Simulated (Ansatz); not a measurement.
An input meant for Rb₃Cl₄ (charge 0, quartet; with a point charge).

```yaml
crystal:
  periodic: [false, false, false]
  atoms:
    - {symbol: Rb, position_ang: [-0.800872, 1.367894, -1.186679]}
    - {symbol: Rb, position_ang: [0.680622, -2.668317, -0.999894]}
    - {symbol: Rb, position_ang: [1.261709, 0.942600, 1.955731]}
    - {symbol: Cl, position_ang: [-2.070222, -1.419188, -1.143032]}
    - {symbol: Cl, position_ang: [-1.121971, -1.539341, 1.234853]}
    - {symbol: Cl, position_ang: [2.013830, -0.011392, -1.280168]}
    - {symbol: Cl, position_ang: [-0.085657, 3.104954, 1.334010]}
basis:
  gaussian: {orbitals: def2-SVPD, final_grid: {core_spheres: 20, valence_spheres: 16, degree: 47}, point_charges: [{charge: 2.00, position_ang: [4.962, -0.498, 0.198]}]}
magnetization: {spin_polarized: true, initial_magnetization: 3}
hamiltonian: {xc: {name: B3LYP5}}
scf: {lower_state_search: off}
relax: {f_tol: 0.0001, max_steps: 2}
```

```sh
$ ansatz run in.yaml --threads 4 --pin off --events-out ev --progress --plain --max-ram 4787MiB
```

Output, abridged:

```
Functional definition: B3LYP5
1884 factors; integrals over basis functions are off by at most 2.3e-4 eV
mean field evaluation 1: about -52029.9762 eV, gradient 3.7e1 eV
mean field evaluation 2: about -51548.0776 eV, gradient 2.3e2 eV
mean field evaluation 4: about -51999.6501 eV, gradient 5.8e1 eV
mean field evaluation 8: about -52047.9506 eV, gradient 8.0e-1 eV
mean field evaluation 16: about -52048.1647 eV, gradient 4.4e-3 eV
mean field -52048.16471188 eV, -1912.7347736483 hartree, gradient 2.9e-6 eV, S^2 3.757478; 0 other end points of the search recorded, 0 dependent functions left out
reference -52048.16535161 eV, -1912.7347971582 hartree; 49, 46 occupied and 140, 143 virtual orbitals, 1884 factors
relax step   1: F+E_penalty+E_count = -52048.16471188 eV  Δ(F+E_penalty+E_count) = +0.000e0 eV  max|allowed force component| = 2.666e0 eV/Å  Δτ_max = 0.0000 Å  (83 SCF iters, accepted)
1884 factors; integrals over basis functions are off by at most 2.4e-4 eV
mean field evaluation 32: about -52049.5656 eV, gradient 1.0e-2 eV
mean field -52049.56561430 eV, -1912.7862558627 hartree, gradient 9.0e-6 eV, S^2 3.757737; 0 other end points of the search recorded, 0 dependent functions left out
reference -52049.56625994 eV, -1912.7862795895 hartree; 49, 46 occupied and 140, 143 virtual orbitals, 1884 factors
relax step   2: F+E_penalty+E_count = -52049.56561430 eV  Δ(F+E_penalty+E_count) = -1.401e0 eV  max|allowed force component| = 3.096e0 eV/Å  Δτ_max = 0.1944 Å  (70 SCF iters, accepted)
Error: geometry relaxation did not converge after 2 steps: max|allowed force component| = 3.10e0 eV/Å (threshold 1.0e-4). Raise `relax.max_steps` over both its present limit and 2, loosen `relax.f_tol`, or start from a geometry closer to equilibrium. Where this run's directory can be resumed (`checkpoint.write`), a resume goes on for up to `relax.max_steps` more
```

In this input the relaxation is allowed too few steps for its threshold. The SCF steps converged, but the relaxation ran out of steps.
